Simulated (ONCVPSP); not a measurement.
**Which change was made? (Ti, ONCV)**

titanium, optimised norm-conserving Vanderbilt (ONCV), made with ONCVPSP 4.0.1 (PBE, scalar-relativistic). Core [Ne], reference 3s2 3p6 3d2 4s1.5 (charge +0.5). Waves: 3s+4s: rc 1.70 bohr, ncon 4, nbas 7, qcut 6.2 1/bohr, 2 projectors; 3p: rc 1.25 bohr, ncon 5, nbas 8, qcut 11 1/bohr, 1 projector; 3d: rc 2.05 bohr, ncon 4, nbas 9, qcut 6.5 1/bohr, 1 projector. Local part: polynomial inside 1.00 bohr (lpopt 5, dvloc0 0 Ha). Core correction: none.

Cutoffs, loose and tight: the cutoffs (Ha) at which the residual kinetic energy of the hardest occupied pseudo-wave falls to 1 and 0.1 mHa per electron. They do not see the model core or the augmentation charge, which bear on the density cutoff. Test errors are all-electron minus pseudo excitation energies from the reference, over the configurations 3s2 3p6 3d2 4s2; 3s2 3p6 3d2 4s1; 3s2 3p6 3d2 4s0; 3s2 3p6 3d3 4s1; variants that change the core or the reference have their own tests.

The base gives: outcome: generated; cutoff, loose: 39 Ha; cutoff, tight: 50 Ha; bound ghosts: none; GHOST(+) flags above zero: none; largest test error (meV): +25.

Q: After one change the result is: outcome: generated; cutoff, loose: 39 Ha; cutoff, tight: 50 Ha; bound ghosts: none; GHOST(+) flags above zero: none; largest test error (meV): +60. Which change was it?
A. d: rc 1.68
B. d: rc 1.48
C. d: rc 2.58
D. d: rc 3
E. d: rc 2.26

A: C. The others give: d: rc 3 → outcome: generated; cutoff, loose: 39 Ha; cutoff, tight: 50 Ha; bound ghosts: none; GHOST(+) flags above zero: none; largest test error (meV): +97 | d: rc 1.68 → outcome: generated; cutoff, loose: 46 Ha; cutoff, tight: 106 Ha; bound ghosts: none; GHOST(+) flags above zero: none; largest test error (meV): +9.4 | d: rc 2.26 → outcome: generated; cutoff, loose: 39 Ha; cutoff, tight: 50 Ha; bound ghosts: none; GHOST(+) flags above zero: none; largest test error (meV): +36 | d: rc 1.48 → outcome: generated; cutoff, loose: 126 Ha; cutoff, tight: 148 Ha; bound ghosts: none; GHOST(+) flags above zero: none; largest test error (meV): +4.4.
